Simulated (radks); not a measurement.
Numerical settings for the lanthanum ion La2+, [Xe] 5d1. Calculated with a radial shooting solver on a logarithmic mesh with Libxc functionals: Dirac Kohn-Sham, PBE, spin-unpolarised, spherical densities, finite nucleus; open shells fill j = l - 1/2 first; Fermi nuclear charge, rms radius 4.855 fm. The defaults (mesh step 0.008 in ln r, mesh end at 40 bohr or more with all orbitals vanishing there, Anderson mixing 0.5 over 9 steps, residual threshold near 1e-9 with the energy settled to 1e-9 hartree or 1e-11 of itself, here a cap of 66 iterations) give E = -8496.5180 hartree and 5d3/2 at -14.804 eV in 13 iterations. Run on one thread of a shared host, so times are rough (Arm Neoverse V1): 0.14 s of CPU time, 0.14 s wall, 13 iterations on 2254 mesh points. Changes against that run (0 stands for a change within the tolerance of the run):

mesh step in ln r 0.03: iterations 13; converged yes; E (mhartree) +0.00791; e(5d3/2) (meV) 0; CPU (s) 0.05
mesh step in ln r 0.12: iterations 2; converged no; E (mhartree) diverged; CPU (s) 0.01
mesh step in ln r 0.003: iterations 15; converged yes; E (mhartree) 0; e(5d3/2) (meV) 0; CPU (s) 0.37
mesh end (bohr) 400: iterations 13; converged yes; E (mhartree) 0; e(5d3/2) (meV) 0; CPU (s) 0.14
mesh end (bohr) 5: iterations 13; converged yes; E (mhartree) +28.9; e(5d3/2) (meV) +1.07e+03; CPU (s) 0.12
residual threshold 0.01: iterations 8; converged yes; E (mhartree) 0; e(5d3/2) (meV) -0.987; CPU (s) 0.1
residual threshold 1e-05: iterations 9; converged yes; E (mhartree) 0; e(5d3/2) (meV) -0.163; CPU (s) 0.11
mixing 1.5: iterations 14; converged yes; E (mhartree) 0; e(5d3/2) (meV) 0; CPU (s) 0.14
linear mixing, mixing 0.8: iterations 29; converged yes; E (mhartree) 0; e(5d3/2) (meV) 0; CPU (s) 0.24
linear mixing, mixing 0.2: iterations 66; converged no; E (mhartree) 0; e(5d3/2) (meV) 0; CPU (s) 0.46
mixing history 3: iterations 16; converged yes; E (mhartree) 0; e(5d3/2) (meV) 0; CPU (s) 0.15
iteration cap 8: iterations 8; converged no; E (mhartree) 0; e(5d3/2) (meV) -0.163; CPU (s) 0.08

Settings that end as converged yet miss the energy by more than 1 mhartree: mesh end (bohr) 5 (+0.0289 hartree). A mesh that ends early acts as a hard wall.
